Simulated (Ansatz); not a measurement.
The B1–H5 bond of C2H3B (SMILES BC#C) is stretched (multiplicity 1, the rest rigid).
Geometry at rest (charge 0, multiplicity 1):
| atom | x (Å) | y (Å) | z (Å) |
|---|---|---|---|
| B | -1.1934 | -0.0518 | -0.7150 |
| C | 0.0924 | 0.0040 | 0.0554 |
| C | 1.1293 | 0.0490 | 0.6766 |
| H | 2.0411 | 0.0886 | 1.2230 |
| H | -1.9546 | 0.8608 | -0.6666 |
| H | -1.4500 | -1.0086 | -1.3734 |

Frozen-core correlation.

Codes used: Ansatz (Gaussian orbitals). Values without a source in brackets are computed.

Energies above the point at 1.189 Å (the B3LYP-D3(BJ) bond length), FIC-MRCISD+Q on CASSCF(2,2)/cc-pVTZ (kcal/mol): 4.93 at 1.070 Å; 3.16 at 1.308 Å; 107.03 at 3.806 Å.

Q: Take the last value as the depth D of a Morse curve D(1 − e^(−a(R − R₀)))², fit a and R₀ to the two near points, and test it at 1.606 and 2.082 Å.

A: 
With D = 107.0, both near points (counted from the curve's value at 1.189 Å) are met by a = 1.61 Å⁻¹ and R₀ = 1.191 Å, so k = 2Da² = 554 kcal/(mol Å²). The curve then gives 25.3 and 62.0 kcal/mol; the level itself gives 25.4 and 64.6, so Morse is off by -0.1 and -2.6.

Ansatz is a program for electronic structure.
